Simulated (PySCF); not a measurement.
CH₁₀O₂Si₃.
Z-matrix (Å and degrees, PBE0-D3(BJ)/def2-SVP geometry), rows numbered from 1:
```
C 
Si  1  1.8645
O   2  1.6622  1  109.66
Si  3  1.6462  2  150.72  1  -116.39
O   4  1.6492  3  110.87  2     4.74
Si  5  1.6560  4  151.41  3     1.00
H   1  1.1015  2  110.69  3  -179.15
H   1  1.1008  2  110.76  3   -59.14
H   1  1.1010  2  110.72  3    60.89
H   2  1.4978  1  110.39  3  -119.90
H   2  1.4931  1  110.87  3   119.67
H   4  1.4871  3  109.11  2  -114.73
H   4  1.4873  3  108.66  2   123.89
H   6  1.4933  5  110.50  4   -68.31
H   6  1.4944  5  110.45  4    52.30
H   6  1.4905  5  108.42  4   171.92
```

The closed-shell ground state was solved at several levels (PySCF, density fitting, gas phase, non-relativistic).

```csv
level,basis functions,HOMO (eV),LUMO (eV),gap (eV),dipole (D)
PBE0/pcSseg-1,173,-8.30,0.27,8.57,1.13
CAM-B3LYP/def2-SVPD,218,-9.67,0.86,10.53,1.08
```

(1) Estimate the row for HF/pcSseg-1, a basis of 173 functions; the other rows only guide the guess.

(2) Over all these levels, which gives the widest orbital gap and which the narrowest?

(3) How far do the dipole and the HOMO energy spread over the levels?

Results:

(1) HOMO -11.77 eV, LUMO 3.53 eV, gap 15.30 eV, dipole 1.09 D.

(2) HF/pcSseg-1 (Hartree–Fock, all exact exchange) has the widest, 15.30 eV, and PBE0/pcSseg-1 (global hybrid, 25 % exact exchange) the narrowest, 8.57 eV. The two share the basis. From the narrowest to the widest the HOMO moves by -3.47 eV and the LUMO by +3.26 eV. The HOMO need not be the same orbital at Hartree–Fock and at DFT levels.

(3) The dipole runs from 1.08 to 1.13 D (mean 1.10 D) and the HOMO from -11.77 to -8.30 eV.

One conformer stands for the species.
